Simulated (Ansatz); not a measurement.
`O=COB(O)S`. Charge 0, multiplicity 1.

Z-matrix (Å, degrees):
```
C
O 1 1.332
O 1 1.201 2 126.0
H 1 1.098 2 110.6 3 -180.0
B 2 1.413 1 123.0 3 -0.0
O 5 1.341 2 123.3 1 -0.0
S 5 1.807 2 113.7 1 180.0
H 6 0.973 5 110.2 2 0.0
H 7 1.342 5 94.0 2 -180.0
```

Problem. What are the harmonic wavenumbers in cm⁻¹ at PBE0-D4/def2-TZVP (Ansatz, finite differences of forces, unscaled)? (Estimate.)

Solution. The calculation gave: 84, 213, 217, 283, 358, 378, 585, 645, 754, 795, 837, 983, 1064, 1224, 1286, 1397, 1430, 1802, 2725, 3077, 3660.

Problem. Is this a minimum?

Solution. Yes, all 21 modes are real.

Problem. Give the ideal-gas thermochemistry at 298.15 K and 1 bar (rigid rotor, harmonic oscillator; point group Cs, symmetry number 1).

Solution. Zero-point energy 142.3 kJ/mol; H(298) − E = 161.8 kJ/mol; entropy 336.6 J/(mol·K), of which translation 167.0, rotation 114.1, vibration 55.5; G(298) − E = 61.4 kJ/mol. Modes under 100 cm⁻¹ are hindered rotations or soft bends, so the harmonic entropy is rough.
